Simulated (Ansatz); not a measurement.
Reaction: GeH2F2 (difluorogermane, SMILES [F][GeH2][F]) → GeHF2 (SMILES [F][GeH][F], doublet) + H (doublet) (the Ge-H bond breaks)
Each species at its own B3LYP-D3(BJ)/def2-TZVP minimum (Ansatz, a program for electronic structure).

Property: bond dissociation energy (electronic), in kcal/mol. UHF or UKS for unpaired electrons; spin-orbit terms are left out. Correlated methods leave the cores frozen (noble-gas shells, and filled d and f shells in the p block). No relativity. CBS(X,Y): correlation extrapolated as X^-3, Hartree-Fock from the larger set. A bracket is a step between two methods taken in the basis named. For partners of very few electrons the exact lower level stands in for a higher one.

CCSD(T)/CBS(cc-pVTZ,cc-pVQZ) + [CCSDT(Q) - CCSD(T)]/cc-pVDZ (Ansatz) gives 91.0 kcal/mol.

Task: What does PBE/def2-TZVPD (Ansatz) give here, and how do the other levels compare?

Result: PBE gives 82.7 kcal/mol, 8.3 kcal/mol below it. Differences of the others: r2SCAN/def2-TZVPD (Ansatz) -5.5; PBE0/def2-TZVPD (Ansatz) -5.5; CCSD(T)/CBS(cc-pVTZ,cc-pVQZ) (Ansatz) 0.1 kcal/mol.
